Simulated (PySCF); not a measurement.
Task: Write Cartesian coordinates for InChI=1S/C2H6Ge/c1-2-3/h2H,1H2,3H3 as optimised with PBE0-D3(BJ)/def2-SVP.

Result: 
```
atom  x, y, z in Å
C1     1.5390   -0.1757   -0.3034
C2     0.5504    0.0348    0.5699
Ge3   -1.3203    0.1139    0.0648
H4     1.3490   -0.3177   -1.3734
H5     2.5887   -0.2169    0.0094
H6     0.8017    0.1690    1.6296
H7    -2.1269   -0.9678    0.8100
H8    -1.4330   -0.1147   -1.4537
H9    -1.9215    1.4872    0.4237
```

Orientation and origin are arbitrary. Atoms count from 1 in this order. Ge3 (germanium bonded to C and 3 H) is tetrahedral (angles from 108.0° to 110.6°).

Bonds between heavy atoms (Å): C1=C2 1.336, C2–Ge3 1.939.

Computed, not measured: PBE0-D3(BJ)/def2-SVP geometry optimisation, gas phase (PySCF 2.14.0).

Point group: Cs (tolerance 0.08 Å). Whether it is a minimum is left open (no frequencies).

On one thread of an Arm Neoverse V1, no GPU, shared host, this took 13 s. These figures are those of the optimisation.
